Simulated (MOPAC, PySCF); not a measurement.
Dimer: CH4 (SMILES C) (first 5 atoms) with GeH4 (SMILES [GeH4]); geometry from B3LYP-D3(BJ)/def2-TZVP.
(charge 0, multiplicity 1):
| atom | x (Å) | y (Å) | z (Å) |
|---|---|---|---|
| C | 0.1015 | -0.0687 | -0.2031 |
| H | -0.5746 | -0.8458 | 0.1501 |
| H | 0.1650 | -0.1093 | -1.2895 |
| H | -0.2748 | 0.9066 | 0.1021 |
| H | 1.0908 | -0.2266 | 0.2240 |
| Ge | -0.1015 | 0.0687 | 3.6022 |
| H | 0.5099 | 1.3786 | 3.0851 |
| H | -0.1973 | 0.1197 | 5.1348 |
| H | 0.7870 | -1.1118 | 3.1853 |
| H | -1.5061 | -0.1115 | 3.0090 |

Interaction energies are E(AB) − E(A) − E(B) at the monomers' geometry in the complex; basis-set methods are counterpoise corrected.

Rows in 6-31G* carry no dispersion term and start afresh at each structure (6-31G* with six Cartesian d functions); the Pople sets are all-electron and without relativity. MP2/6-31G* freezes PySCF's default core, which leaves 3d correlated. The state that PM7 reach isn't checked; PM7 holds dispersion and hydrogen-bond terms.

The values were computed with MOPAC for PM7 (differences of heats of formation); PySCF for 6-31G* rows, M06-2X. 

**Question.** What interaction energy does PM7 give?

**Answer.** -35 meV
